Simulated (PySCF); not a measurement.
AlF4, SMILES [F][Al-]([F])([F])[F], charge -1. Atoms are numbered in the order given.

```xyz
5

Al     0.0000     0.0000     0.0000
F      0.9988     0.9988    -0.9988
F     -0.9988     0.9988     0.9988
F     -0.9988    -0.9988    -0.9988
F      0.9988    -0.9988     0.9988
```
Charge -1, spin multiplicity 1.

Geometry optimised at PBE-D3(BJ)/def2-SVPD. The isomer is the one that the SMILES or the coordinates give; other isomers of the formula were not compared.

The numbers are results of PBE-D3(BJ)/def2-SVPD (PySCF 2.14.0), not measurements.

Frequencies are harmonic and unscaled.

Modes within 1.5 cm⁻¹ of each other (mostly degenerate sets) share a row, with their intensities summed.

Problem. Estimate the vibrational spectrum. (Estimate from the structure and the level; the computed values follow.)

Solution. 
```tsv
mode	ν (cm⁻¹)	IR (km/mol)	Raman (Å⁴/amu)	depolarisation	moving atoms (share of kinetic energy)
1–2	181	0.0	0.4	0.75	F 100 %
3–5	281	106.3	0.8	0.75	F 79 %, Al 21 %
6	578	0.0	10.1	0.00	F 100 %
7–9	751	593.5	2.2	0.75	Al 53 %, F 47 %
```
